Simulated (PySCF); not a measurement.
Si(CF3)(H)2(Me) (C2H5F3Si), SMILES C[SiH2]C(F)(F)F.

Geometry: PBE-D3(BJ)/def2-SVP.

Level of theory: PBE-D3(BJ)/def2-SVP (PySCF).

Frequencies are harmonic and unscaled.

| mode | ν (cm⁻¹) | IR (km/mol) | moving atoms (share of kinetic energy) |
|---|---|---|---|
| 1 | 62 | 0.0 | F 37 %, C 27 %, H 24 %, Si 12 % |
| 2 | 117 | 1.9 | F 38 %, C 36 %, H 20 % |
| 3 | 141 | 0.3 | H 91 % |
| 4 | 214 | 0.5 | F 60 %, H 22 %, Si 11 % |
| 5 | 262 | 0.7 | F 58 %, C 18 %, Si 13 %, H 11 % |
| 6 | 391 | 16.1 | Si 55 %, F 35 %, H 8 % |
| 7 | 466 | 10.4 | H 59 %, F 33 % |
| 8 | 503 | 1.4 | F 89 % |
| 9 | 504 | 0.4 | F 56 %, H 37 % |
| 10 | 653 | 26.3 | H 79 %, F 12 % |
| 11 | 669 | 1.9 | H 55 %, C 34 % |
| 12 | 713 | 18.9 | F 72 %, H 13 %, C 11 % |
| 13 | 728 | 39.4 | H 36 %, Si 26 %, C 25 %, F 13 % |
| 14 | 855 | 22.2 | H 77 %, C 18 % |
| 15 | 861 | 198.5 | H 75 %, Si 12 %, C 11 % |
| 16 | 907 | 59.4 | H 95 % |
| 17 | 1088 | 196.4 | C 73 %, F 26 % |
| 18 | 1102 | 209.2 | C 73 %, F 26 % |
| 19 | 1186 | 142.0 | C 76 %, F 20 % |
| 20 | 1220 | 17.5 | H 79 %, C 21 % |
| 21 | 1380 | 4.3 | H 96 % |
| 22 | 1385 | 5.3 | H 96 % |
| 23 | 2182 | 66.9 | H 98 % |
| 24 | 2192 | 101.8 | H 96 % |
| 25 | 2984 | 0.7 | H 97 % |
| 26 | 3088 | 0.4 | H 91 %, C 9 % |
| 27 | 3088 | 0.6 | H 91 %, C 9 % |
